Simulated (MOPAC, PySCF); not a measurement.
System: CHBrF, net charge -1, singlet state. SMILES: Br[CH-]F
Geometry from a B3LYP-D3(BJ)/def2-TZVP (Ansatz) optimisation:
```
C
F 1 1.4115
H 1 1.1141 2 100.81
Br 1 2.2825 3 89.93 2 -103.07
```
Charge -1, spin multiplicity 1.

Unscaled harmonic wavenumbers (cm⁻¹) in rising order, each level at the stationary point that it reaches from this structure (no distance between atoms moves by over 0.3 Å); the order of modes can differ between levels, and a negative number is imaginary. B3LYP-D3(BJ)/def2-TZVP (PySCF, at the structure above): 174, 382, 878, 959, 1347, 2798.

AM1 (MOPAC): 320, 527, 902, 1278, 1393, 2876. Zero-point energy 10.4 against 9.3 kcal/mol; where all levels lie over 400 cm⁻¹, the wavenumbers are on average 1.106 times those of B3LYP-D3(BJ)/def2-TZVP.

PM3 (MOPAC): 307, 387, 997, 1181, 1466, 2882. Zero-point energy 10.3 against 9.3 kcal/mol; where all levels lie over 400 cm⁻¹, the wavenumbers are on average 1.122 times those of B3LYP-D3(BJ)/def2-TZVP.

PM6 (MOPAC): 253, 429, 901, 1119, 1189, 2565. Zero-point energy 9.2 against 9.3 kcal/mol; where all levels lie over 400 cm⁻¹, the wavenumbers are on average 0.998 times those of B3LYP-D3(BJ)/def2-TZVP.

PM7 (MOPAC): 228, 462, 976, 1227, 1311, 2520. Zero-point energy 9.6 against 9.3 kcal/mol; where all levels lie over 400 cm⁻¹, the wavenumbers are on average 1.067 times those of B3LYP-D3(BJ)/def2-TZVP.
